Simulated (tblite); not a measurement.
C6H3N2O (doublet state).
SMILES with atom numbers: `[H]/[N:9]=[C:8]/[c:7]1[c:3]([C:2]#[N:1])[cH:4][o:5][cH:6]1` (hydrogens: H10 on C4; H11 on C6; H12 on N9)

Geometry (GFN2-xTB, Å), atoms numbered from 1 in this order:
```
atom  x, y, z in Å
N1    -0.819    3.037   -0.151
C2    -0.812    1.889   -0.095
C3    -0.783    0.495   -0.041
C4    -1.832   -0.369    0.136
O5    -1.426   -1.636    0.123
C6    -0.093   -1.650   -0.066
C7     0.405   -0.343   -0.169
C8     1.650    0.088   -0.454
N9     2.779    0.498   -0.279
H10   -2.878   -0.172    0.273
H11    0.410   -2.592   -0.101
H12    3.401    0.754   -1.040
```

Method: GFN2-xTB as coded in tblite; computed harmonic values from a numerical Hessian at the method's own geometry, unscaled. Errors from tens to a few hundred cm⁻¹ against measured bands are possible. One conformer, not necessarily the lowest. Open shells enter through the occupations alone, without spin polarisation, and single modes of such species can be off by tens of per cent.

Harmonic wavenumbers (cm⁻¹): 88.1, 133.9, 166.2, 180.1, 272.9, 434.3, 467.7, 489.2, 536.9, 550.4, 585.8, 610.4, 645.8, 675.2, 757.8, 851.7, 1007.2, 1047.9, 1120.7, 1144.8, 1211.3, 1254.5, 1299.1, 1405.1, 1526.3, 2111.7, 2350.9, 3169.9, 3199.4, 3283.4.

A = 2037, B = 1825, C = 966.2 MHz; mass 119.025 u (most abundant isotopes); point group C1, symmetry number 1; spin multiplicity 2.

Q: Zero-point energy?

A: Half the sum of the wavenumbers: 16289 cm⁻¹ = 46.57 kcal/mol.

Q: What is S at 298.15 K and 1 bar for an ideal gas of classical rigid rotors and harmonic oscillators?

A: Translation 40.26, rotation 28.88, vibration 18.80, spin (R ln 2) 1.38: S = 89.3 cal/(mol K).

Q: And Cp and H(298.15 K) − H(0)?

A: Cp = 30.68 cal/(mol K), of which vibrations give 22.73 (their classical limit is 30 R = 59.6); H(298.15 K) − H(0) = 5.60 kcal/mol without the zero-point energy, 3.23 from vibrations.

Q: How do the functions run with temperature in this model?

A: 
```
T (K)  S (cal/(mol K))  Cp (cal/(mol K))  H − H(0) (kcal/mol)  G − H(0) (kcal/mol)  ln q(vib)
  100             66.0              14.7                 1.07                -5.53       0.69
  200             78.7              23.0                 2.95               -12.78       2.27
  300             89.5              30.8                 5.65               -21.20       4.05
  500            108.1              42.1                13.04               -41.03       7.74
  800            130.2              51.5                27.25               -76.93      12.96
 1000            142.2              55.3                37.95              -104.20      16.11
```

q(vib) and H(0) count from the zero-point level.

Q: Which modes carry the vibrational entropy at 298.15 K?

A: 88.1 cm⁻¹: 3.70; 133.9 cm⁻¹: 2.89; 166.2 cm⁻¹: 2.48; 180.1 cm⁻¹: 2.33; 272.9 cm⁻¹: 1.58; 434.3 cm⁻¹: 0.84 cal/(mol K); the other 24 give 4.99 together.

Q: What must be added to the electronic energy to get the Gibbs energy at 298.15 K and 1 bar?

A: ZPE + [H(298.15 K) − H(0)] − T·S = 46.57 + 5.60 − 26.63 = 25.54 kcal/mol.

Q: Blend soft modes into free rotors: weight 1/[1 + (100 cm⁻¹/ν̃)⁴] for the oscillator and the rest for a rotor with moment μB/(μ + B), μ = h/(8π²ν), B = 10⁻⁴⁴ kg m². What vibrational entropy results?

A: 18.27 cal/(mol K) in place of 18.80, which changes −T·S at 298.15 K by +0.16 kcal/mol.

Hindered rotation and anharmonicity are outside this model. Other conformers, if any are populated, would add a mixing term that is left out. The structure is chiral; the term R ln 2 for an equal mix with its mirror image is left out.

Hardware: one thread, Arm Neoverse V1 (aarch64), shared host with 32 logical CPUs at a one-minute load of 18. Cost: 0.35 s of wall time. This covers the Hessian and the dipole derivatives.
